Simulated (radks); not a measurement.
Tl56+, 25 electrons, occupied as [Ar] 3d7 (the NIST ground configuration). Calculated with a radial shooting solver on a logarithmic mesh with Libxc functionals: Dirac Kohn-Sham, relativistic LDA (MacDonald-Vosko exchange, VWN5 correlation), spin-unpolarised, spherical densities, finite nucleus; open shells fill j = l - 1/2 first; Fermi nuclear charge, rms radius 5.4759 fm.

Normalised radial functions P(r) = r R(r) (large component), r in bohr:

r           3s1/2
0.002015   0.6465
0.002562   0.7431
0.00323    0.8371
0.004074   0.9238
0.005179   0.9937
0.006531   1.0248
0.008303   0.9960
0.01047    0.8824
0.01331    0.6483
0.01679    0.2914
0.02117   -0.1884
0.02691   -0.7633
0.03394   -1.2839
0.04315   -1.6025
0.05441   -1.4948
0.06917   -0.8107
0.08724    0.3413
0.11       1.6371
0.1399     2.5757
0.1764     2.6832
0.2242     2.0124
0.2828     1.0939
0.3595     0.3916
0.4533     0.0912
0.5717     0.0121
0.7268     0.0007
0.9166     0.0000

3s1/2: eigenvalue -6815.8 eV, 2 radial nodes at r = 0.0194, 0.0820 bohr, <r> = 0.172 bohr, 90 % of the charge inside 0.252 bohr.
